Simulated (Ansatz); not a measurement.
Isolated molecules relaxed with PBE0-D4/def2-TZVP in Ansatz; ΔE leaves out vibrations. CCSD(T)/CBS is the MP2 limit (def2-TZVPP, def2-QZVPP) plus CCSD(T) − MP2 in def2-TZVPP, frozen cores. This one scheme is used for every species.

Reaction (formal exchange of groups at a C–C bond): `BC(C)=C=C` + BH₃ → `BC(B)=C=C` + CH₄

`BC(C)=C=C`:

Cartesian coordinates in Å:
```
B -0.213 0.740 -1.577
C 0.141 0.258 -0.164
C 1.193 0.921 0.692
C -0.542 -0.781 0.266
C -1.229 -1.806 0.665
H 0.351 1.689 -2.046
H -1.052 0.171 -2.209
H 0.961 1.980 0.827
H 1.276 0.456 1.675
H 2.168 0.869 0.201
H -2.173 -1.679 1.186
H -0.882 -2.818 0.485
```

BH₃:

Z-matrix (Å, degrees):
```
B
H 1 1.193
H 1 1.193 2 120.0
H 1 1.193 2 120.0 3 180.0
```

`BC(B)=C=C`:

Cartesian coordinates in Å:
```
B 0.129 1.558 0.881
C -0.189 0.395 -0.084
B -1.110 0.492 -1.320
C 0.372 -0.779 0.167
C 0.921 -1.924 0.412
H -0.354 2.635 0.689
H 0.855 1.386 1.817
H -1.301 -0.467 -2.010
H -1.634 1.534 -1.587
H 1.887 -2.177 -0.009
H 0.425 -2.653 1.044
```

CH₄:

Cartesian coordinates in Å:
```
C 0.000 0.000 0.000
H -1.083 -0.092 0.081
H 0.299 -0.130 -1.040
H 0.476 -0.765 0.613
H 0.308 0.986 0.346
```

```
             level  ΔE (kJ/mol)
     HF/def2-TZVPP        -79.3
CCSD(T)/def2-TZVPP        -78.3
     HF/def2-QZVPP        -79.3
    CCSD/CBS(def2)        -78.6
```

Q: What does CCSD(T)/CBS give? (Best estimate.)

A: Computed: -79.4 kJ/mol. The listed levels differ from it by 0.1, 1.1, 0.1, 0.8 kJ/mol.

Largest T1 diagnostic among the species: 0.012.
